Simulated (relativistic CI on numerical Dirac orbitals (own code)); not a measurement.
## Energy levels of Tm III

Method of calculation: Dirac-Coulomb-Breit CI, KLI orbitals optimised for each configuration, model QED (radiative potential, 1s self-energy scaled to tabulated hydrogen-like ionisation energies), unscaled Slater integrals (own radial code, finite nucleus).

Configurations in the expansion (outside the closed core [Xe]): 4f¹³.

The lowest level is 4f¹³ ²F°7/2, with 100 % of that term; Hund's rules for 4f¹³ give ²F° with J = 7/2, in agreement.

| No. | Configuration | Term | J | E (cm⁻¹) | % | Lifetime (s) |
| --- | --- | --- | --- | --- | --- | --- |
| 1 | 4f¹³ | ²F° | 7/2 | 0.0 | 100 |  |
| 2 | 4f¹³ | ²F° | 5/2 | 8832.0 | 100 | 9.43e-02 |

Energies count from the lowest computed level; ° marks odd parity; lifetimes are radiative, by E1, M1, E2, M2 decay to levels of this space only.

The mean weight of the leading LS term, summed over parents, in these 2 levels is 100 %, and that of the leading jj configuration (from the same eigenvectors) 100 %.

One configuration and one scale for all Slater integrals: terms of lower spin can come out thousands of cm⁻¹ low, and their order can be wrong. 1 of the 1 excited levels that our extract of the measured tables holds in this range could be paired (the sources list more); they are missed by 58 cm⁻¹ on average and 58 at most, and levels without a partner can miss by more.
